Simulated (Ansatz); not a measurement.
Basis-set extrapolation for H6MgO2Si2 (`[SiH3][O][Mg][O][SiH3]`) (PBE0-D4/def2-TZVP geometry, frozen core, Ansatz). Multiplicity 1, RHF reference. For Mg the program correlates outer-core shells too, which these sets cover unevenly, so the extrapolated numbers aren't a true limit.

```csv
,def2-TZVPP,def2-QZVPP
HF,-930.980072,-931.017358
MP2 correlation,-0.924120,-1.024189
CCSD(T) correlation,-0.996708,not run
```

Energies in hartree. Use E(X) = E(∞) + A·exp(−7.88·√X) for Hartree–Fock and E(X) = E(∞) + B·X^(−2.97) for correlation, with X = 3 and 4, and add CCSD(T) minus MP2 of the smaller set to the MP2 limit.

Question: What is the CCSD(T) energy at the basis-set limit?

Answer: HF limit: -931.017358 + (-0.037286) × 0.13774 = -931.02249. MP2 limit: -1.024189 + (-0.100069) × 0.74074 = -1.09831. Higher-order term: -0.996708 − (-0.924120) = -0.07259. Total: -932.19339 hartree, 568.7 kJ/mol below CCSD(T)/def2-TZVPP.
